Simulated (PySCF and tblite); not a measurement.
Results of a calculation; reference values are marked as such.
C₇H₇F, numbered as in [CH:1]#[C:2][C@@H:3]([CH3:4])[C@H:5]([F:6])[C:7]#[CH:8].

The ensemble was built from 60 distance-geometry starts (ETKDG and KDG, MMFF94s, GFN2-xTB) and rests on GFN2-xTB geometries. Free energies are PBE0-D3(BJ)/def2-SVP (IEF-PCM, dichloromethane) single points with GFN2-xTB rigid-rotor and vibrational terms (modes under about 100 cm⁻¹ blended into free rotors). Symmetry numbers and mirror images are counted. Conformers within 2.5 kcal/mol (GFN2-xTB free energy) were kept, 5 at most. GIAO shieldings: mPW1PW91/pcSseg-1 (IEF-PCM, dichloromethane). Shifts are against TMS (¹H), TMS (¹³C) at the same level. Programs: PySCF with density fitting and tblite.

Torsions listed: C4–C3–C5–F6.

| conformer | shape | symmetry | E(GFN2) kcal/mol | E(DFT) kcal/mol |
| --- | --- | --- | --- | --- |
| 1 | -61° | C1 | 0.00 | 0.02 |
| 2 | 56° | C1 | 0.77 | 0.00 |
| 3 | -170° | C1 | 0.78 | 0.23 |

Task: How much do the weights at 298.15 K and the averaged shift of H5 depend on how the conformers are weighted?

Result: 
```json
{"weighting": "DFT energy with thermal terms, symmetry and mirror images (full scheme)", "1 (%)": "38", "2 (%)": "35", "3 (%)": "26", "δ (ppm)": "5.44", "rms dipole (D)": "2.01"}
{"weighting": "DFT energy with symmetry and mirror images", "1 (%)": "37", "2 (%)": "38", "3 (%)": "26", "δ (ppm)": "5.45", "rms dipole (D)": "2.02"}
{"weighting": "bare DFT energy", "1 (%)": "37", "2 (%)": "38", "3 (%)": "26", "δ (ppm)": "5.45", "rms dipole (D)": "2.02"}
{"weighting": "GFN2-xTB energy with symmetry and mirror images", "1 (%)": "65", "2 (%)": "18", "3 (%)": "17", "δ (ppm)": "5.30", "rms dipole (D)": "1.79"}
{"weighting": "GFN2-xTB free energy", "1 (%)": "66", "2 (%)": "16", "3 (%)": "18", "δ (ppm)": "5.29", "rms dipole (D)": "1.78"}
{"weighting": "leading conformer alone", "1 (%)": "100", "2 (%)": "0", "3 (%)": "0", "δ (ppm)": "5.13", "rms dipole (D)": "1.42"}
{"weighting": "equal weights", "1 (%)": "33", "2 (%)": "33", "3 (%)": "33", "δ (ppm)": "5.45", "rms dipole (D)": "2.06"}
```

The largest departure from the full scheme, 0.31 ppm, comes with: leading conformer alone.
